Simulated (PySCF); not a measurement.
## How methods differ on the excitation energy of Si

Si [Ne] 3s2 3p2 (3P) → Si [Ne] 3s2 3p1 4s1, s spin flipped, as a difference of total energies. Calculation: PySCF 2.14, in dyall-av2z (13s9p2d, 50 functions); the non-relativistic Hamiltonian (point nucleus). Correlated levels: valence: [Ne] frozen; virtual orbitals above 40 to 60 times the deepest correlated orbital energy dropped. The calculations carry no spin-orbit coupling.

```csv
method,excitation energy (eV)
UHF,5.016
LDA,5.087
PBE,5.077
PBE0,5.150
r2SCAN,5.305
B3LYP,5.013
wB97X-V,5.203
PW91,5.096
BP86,5.044
MP2 (valence),5.124
SCS-MP2 (valence),5.058
```

How much does correlation contribute at MP2 (valence)?

5.124 − (5.016) = 0.108 eV, measured against UHF.

The upper determinant mixes two multiplicities, so it lies between the two terms.

The promoted electron is Rydberg-like, and one or two diffuse shells describe it only roughly, which tends to raise the upper state.
